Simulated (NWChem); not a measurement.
System: AlH3O2; SMILES [OH][AlH][OH]

Input file for NWChem:

```
start job
memory heap 200 mb stack 900 mb global 1100 mb
geometry units angstroms noautoz
  Al    -0.356546    -0.142380    -0.246479
  H     -1.527459    -0.944865    -0.926605
  O     -0.143838     1.477931    -0.700417
  H      0.532207     2.064763    -0.358379
  O      0.699090    -0.807354     0.910416
  H      0.679939    -1.704558     1.245047
end
basis spherical
  Al library def2-svp
  H library def2-svp
  O library def2-svp
end
dft
  xc b3lyp
  iterations 150
  mulliken
end
task dft energy
```

All runs use the structure optimised with PBE0/def2-SVP.

**Question.** What results follow from this input? (B3LYP/def2-SVP.) Quantities: basis functions; energy (Ha); highest occupied level (eV); orbital gap (eV); dipole (D).

**Answer.** The number of basis functions comes out as 61, the energy (Ha) is -394.61 and the highest occupied level (eV) comes out as -8.32. The orbital gap (eV) is 8.31 and the dipole (D) comes out as 1.45.
